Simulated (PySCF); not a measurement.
## Broadened absorption spectrum of C4H9NSi2

C4H9NSi2.
SMILES: `C#C[Si@@]1(N)CC[SiH2]1`

Method used: TDDFT wB97X-D/def2-SVPD, vertical, gas phase, core orbitals frozen in the response (PySCF). Isolated species at its GFN2-xTB geometry (one conformer only). Torsions of this conformer, `[CH:1]#[C:2][Si@@:3]1([NH2:4])[CH2:5][CH2:6][SiH2:7]1`: H–N4–Si3–C2 36°, H–N4–Si3–C2 178°.

Broadening: Gaussians 0.5 eV wide at half height, area fixed by f = 4.319×10⁻⁹ ∫ε dν̃. The width is an assumption, not a result. The curve ends short of the highest state used, and states not computed would add to its high-energy end.

```
λ (nm)  ε (L mol⁻¹ cm⁻¹)
 198.6              8663
 200.6              7844
 202.7              6632
 204.7              5335
 206.7              4073
 208.7              2970
 210.7              2093
 212.7              1460
 214.7              1057
 216.7               851
 218.8               802
 220.8               870
 222.8              1005
 224.8              1167
 226.8              1318
 228.8              1428
 230.8              1479
 232.8              1462
 234.9              1377
 236.9              1245
 238.9              1080
 240.9               901
 242.9               724
 244.9               562
 246.9               422
 248.9               307
 251.0               212
 253.0               145
 255.0                97
 257.0                63
 259.0                40
 261.0                25
 263.0                15
 265.0                 9
 267.1                 5
 269.1                 3
```

(1) Locate the maxima and give the states behind the curve.

(2) On this curve, what absorbance would a 10⁻³ mol/L sample give at 248 nm over a 1 cm path?

(3) Coming from long wavelengths, where does ε first pass 100 L mol⁻¹ cm⁻¹?

Answers

(1) 231 nm (5.36 eV), ε about 1500, made up of S1 (100%) (ε in L mol⁻¹ cm⁻¹; maxima over ε = 5, shares over 10%). At its high-energy end, 6.24 eV, the curve is still rising (ε about 8600, from S3, S4 and S5). The states used: S1 5.36 eV (f 0.027); S2 6.03 eV (f 0.0032); S3 6.12 eV (f 0.031); S4 6.28 eV (f 0.080); S5 6.35 eV (f 0.043); S6 6.46 eV (f 0.018); S7 6.70 eV (f 0.042); S8 6.84 eV (f 0.032).

(2) 248 nm is 4.999 eV, where ε is about 360 L mol⁻¹ cm⁻¹, so A = ε c l ≈ 0.36 (Beer–Lambert, with the gas-phase spectrum and the assumed width).

(3) At about 255 nm (4.87 eV), 0.49 eV below S1.
